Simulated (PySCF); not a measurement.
Choosing a molecule for a target property.

All species are isolated and taken at one optimised geometry, non-relativistic unless stated; the electronic structure was computed with PySCF and density fitting.

Dipoles, sizes and rotational constants follow the conformer. The torsions of the flexible species, by atom-mapped SMILES:
- `[CH3:1][C:2](=[O:3])[O:4][SiH2:5][Cl:6]`: C1–C2–O4–Si5 180°, C2–O4–Si5–Cl6 180°
- `[CH3:1][C:2](=[O:3])[C:4]1([F:5])[CH:6]=[CH:7]1`: C1–C2–C4–F5 0°
- `[CH3:1][C:2](=[O:3])[C:4]1=[CH:5][C@@H:6]1[F:7]`: C1–C2–C4–C5 142°

The conformers of `O=C(O)[C@@H]1CC=NCC1` aren't listed.

(1) Wanted: lowest singlet excitation below 4 eV (TDDFT PBE0/def2-SVPD) and lowest triplet excitation (Tamm–Dancoff) below 5 eV (TDA PBE0/def2-SVPD), at GFN2-xTB geometries. Which candidate meets both?
A. `CC(=O)C1=C[C@@H]1F`
B. `CC(=O)O[SiH2]Cl`
C. `CC(=O)C1(F)C=C1`
D. `O=C(O)[C@@H]1CC=NCC1`

Results:

(1) A. Computed values:
```csv
species,lowest singlet excitation,lowest triplet excitation (Tamm–Dancoff)
CC(=O)C1=C[C@@H]1F,3.69 eV,3.15 eV
CC(=O)C1(F)C=C1,4.42 eV,3.85 eV
O=C(O)[C@@H]1CC=NCC1,4.94 eV,4.16 eV
CC(=O)O[SiH2]Cl,5.84 eV,5.28 eV
```
